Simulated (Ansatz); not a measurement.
A run for Ansatz (a quantum-chemistry and plane-wave program): U-CCSD(T)/aug-cc-pVTZ on BF2 (SMILES F[B]F), 2S+1 = 2, atoms moved off the minimum.

Ansatz 0.2 input:
```yaml
crystal:
  periodic: [false, false, false]
  atoms:
    - {symbol: F, position_ang: [-1.12494455, -0.18536366, 0.02865053]}
    - {symbol: B, position_ang: [-0.03566329, 0.45794555, 0.02222300]}
    - {symbol: F, position_ang: [1.15407696, -0.04687040, -0.08998053]}
basis:
  gaussian:
    orbitals: aug-cc-pVTZ
magnetization: {spin_polarized: true, initial_magnetization: 1}
correlation: {method: ccsd_t, electrons: outside_noble_gas}
scf: {omitted_lower_state_checks: [cluster_reference]}
output: {forces: true}
```

The head of its log:

```
WARN ansatz: RAYON_NUM_THREADS=1 ignored (pool sized by the plan → 1); use --threads N
Functional definition: HF
these checks for a lower state are left out or cut short: cluster_reference
integrals: 0.45 GiB planned
858 factors; integrals over basis functions are off by at most 6.7e-4 eV
mean field: 0.35 GiB planned
mean field evaluation 1: about -6085.2454 eV, gradient 2.3e1 eV
mean field evaluation 2: about -6085.2462 eV, gradient 2.3e1 eV
mean field evaluation 4: about -6087.3385 eV, gradient 2.4e0 eV
mean field evaluation 8: about -6087.4281 eV, gradient 1.4e-1 eV
mean field -6087.42824660 eV, -223.7088618556 hartree, gradient 2.2e-6 eV, S^2 0.752179; 0 other end points of the search recorded, 0 dependent functions left out
3 core orbitals not correlated
reference -6087.42824660 eV, -223.7088618556 hartree; 9, 8 occupied and 126, 127 virtual orbitals, 858 factors
densities: 1.75 GiB planned
```

### Question
What total energy does the run end on?

### Answer
-224.3111 hartree (reference determinant -223.7089, T1 diagnostic 0.015).
